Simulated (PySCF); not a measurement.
Calculated NMR parameters of CN(C)[SiH2][SiH2][SiH3]

* Formula: C2H13NSi3
* SMILES: CN(C)[SiH2][SiH2][SiH3]
* Point group of the computed structure: C1
* Degrees of unsaturation: 0
* Carbon signals: 1
* Proton signals: 4

Molfile (atoms numbered from 1):
```
C2H13NSi3
     RDKit          3D

 19 18  0  0  0  0  0  0  0  0999 V2000
   -1.0374    0.1767   -1.7140 C   0  0  0  0  0  0  0  0  0  0  0  0
   -1.3947    0.3942   -0.3374 N   0  0  0  0  0  0  0  0  0  0  0  0
   -1.9887   -0.7727    0.2595 C   0  0  0  0  0  0  0  0  0  0  0  0
   -0.4824    1.4950    0.6364 Si  0  0  0  0  0  4  0  0  0  0  0  0
    1.6006    0.6982    1.2984 Si  0  0  0  0  0  4  0  0  0  0  0  0
    2.4230   -1.0849    0.0660 Si  0  0  0  0  0  4  0  0  0  0  0  0
   -1.9198   -0.1331   -2.2814 H   0  0  0  0  0  0  0  0  0  0  0  0
   -0.6561    1.1009   -2.1417 H   0  0  0  0  0  0  0  0  0  0  0  0
   -0.2704   -0.6033   -1.8252 H   0  0  0  0  0  0  0  0  0  0  0  0
   -1.2970   -1.6265    0.2767 H   0  0  0  0  0  0  0  0  0  0  0  0
   -2.2879   -0.5483    1.2805 H   0  0  0  0  0  0  0  0  0  0  0  0
   -2.8758   -1.0691   -0.3078 H   0  0  0  0  0  0  0  0  0  0  0  0
   -1.3938    1.7774    1.7537 H   0  0  0  0  0  0  0  0  0  0  0  0
   -0.3995    2.6929   -0.2099 H   0  0  0  0  0  0  0  0  0  0  0  0
    1.5734    0.3084    2.7217 H   0  0  0  0  0  0  0  0  0  0  0  0
    2.5933    1.7883    1.2811 H   0  0  0  0  0  0  0  0  0  0  0  0
    2.7477   -0.6995   -1.3121 H   0  0  0  0  0  0  0  0  0  0  0  0
    1.4289   -2.1607   -0.0528 H   0  0  0  0  0  0  0  0  0  0  0  0
    3.6268   -1.7249    0.6009 H   0  0  0  0  0  0  0  0  0  0  0  0
  1  2  1  0
  2  3  1  0
  2  4  1  0
  4  5  1  0
  5  6  1  0
  1  7  1  0
  1  8  1  0
  1  9  1  0
  3 10  1  0
  3 11  1  0
  3 12  1  0
  4 13  1  0
  4 14  1  0
  5 15  1  0
  5 16  1  0
  6 17  1  0
  6 18  1  0
  6 19  1  0
M  END
```

PySCF calculation with GFN2-xTB geometry and GIAO PBE0/pcSseg-1 shieldings; one computed conformer, one averaged value for each set of equivalent atoms, non-relativistic, isolated molecule.

References, each an isolated molecule treated in the same way: 1H (31.72 ppm) and 13C (186.93 ppm) and 29Si (349.16 ppm) vs TMS; 15N (267.73 ppm) against NH3.

| carbon | δC, type | δH (multiplicity) | HMBC from (2–3 bonds) | span of the C tensor (ppm) |
| --- | --- | --- | --- | --- |
| C1/C3 | 42.9, CH3 | 2.57 (s) | H13/H14, H7/H8/H9/H10/H11/H12 | 63 |

Other nuclei:
```
      atoms  nucleus                            environment  δ (ppm)  σ (ppm)
    H13/H14       1H  hydrogen on a silicon bonded to N, Si     5.11    26.61
H17/H18/H19       1H     hydrogen on a silicon bonded to Si     3.63    28.09
    H15/H16       1H   hydrogen on a silicon bonded to 2 Si     3.25    28.47
        Si4     29Si           silicon bonded to N, Si, 2 H    -35.2    384.3
        Si6     29Si              silicon bonded to Si, 3 H   -116.4    465.5
        Si5     29Si            silicon bonded to 2 Si, 2 H   -138.5    487.6
         N2      15N             nitrogen bonded to 2 C, Si     11.5    256.2
```

- Carbon types of the structure: 2 × CH3, leaving 7 H on heteroatoms.
- δC 42.9: methyl carbon bonded to N; deshielded by the electronegative neighbour.
- δH 5.11: hydrogen on a silicon bonded to N, Si.
- δH 3.63: hydrogen on a silicon bonded to Si.
- δH 3.25: hydrogen on a silicon bonded to 2 Si.
- δH 2.57: hydrogen on a methyl carbon bonded to N; its carbon carries N, which withdraws density.

Shifts are as computed. Against solution values, carbons near 30 ppm lie about +3 ppm off and those near 130 ppm about +5 ppm. Of 1211 compounds with measured shifts, 218 miss one by over three times the rms of a fit or turn the order of signals round; such compounds aren't used in these exercises. Experimental scales use liquid or dissolved standards, which lie at an offset from isolated NH3 (liquid NH3: subtract about 20 ppm). No couplings were computed; multiplicities are counted from neighbouring protons, with m where these are inequivalent, close in shift, in a saturated or five-membered ring or joined by F or P, and br s for small geminal =CH2 splittings.
